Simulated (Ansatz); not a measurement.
Species: ScO$_{2}$H$_{2}$, net charge 0, doublet state. SMILES: [OH][Sc][OH]
Coordinates optimised at B3LYP-D3(BJ)/def2-TZVP (Ansatz, a quantum-chemistry and plane-wave program):
```
Sc
O 1 1.8623
H 2 0.9556 1 161.85
O 1 1.8623 2 129.65 3 0.00
H 4 0.9556 1 161.85 2 0.00
```
Charge 0, spin multiplicity 2.

Quantity: vertical electron affinity to the singlet, in eV. Conventions: no spin-orbit coupling; six Cartesian d functions in 6-31G* and its kin unless marked 5d; no dispersion term unless named; open shells spin-unrestricted; valence correlation only (noble-gas shells and the d and f shells of earlier blocks); LANL2DZ with its own core potentials from Na on; each state is the SCF solution reached for its charge and spin; non-relativistic. First-principles rows: single points at B3LYP-D3(BJ) geometries (Ansatz).

| level | program | vertical electron affinity to the singlet (eV) |
|---|---|---|
| HF/6-31G* with LANL2DZ past Ar | Ansatz | -0.49 |
| PBE/6-31G* | Ansatz | 0.24 |
| B3LYP/3-21G | Ansatz | 0.21 |
| B3LYP/6-31G* | Ansatz | 0.29 |
| B3LYP/6-31G* with LANL2DZ past Ar | Ansatz | 0.32 |
| MP2/6-31G* | Ansatz | -0.13 |
| MP2/6-31G* with LANL2DZ past Ar | Ansatz | -0.07 |
| B3LYP/def2-TZVPD | Ansatz | 0.51 |
| wB97M-V/def2-TZVPD | Ansatz | 0.48 |
| wB97X-V/def2-TZVPD | Ansatz | 0.36 |

No value to compare with is used here. The 7 habitual levels span -0.49 (HF/6-31G* with LANL2DZ past Ar) to 0.32 eV (B3LYP/6-31G* with LANL2DZ past Ar); B3LYP/def2-TZVPD gives 0.51.

The levels are drawn from those run, B3LYP/6-31G* more often than the rest, none by its result; left out are runs that failed, that the program found above a lower state of the same kind, or whose <S^2> lies over 0.5 above the pure value.
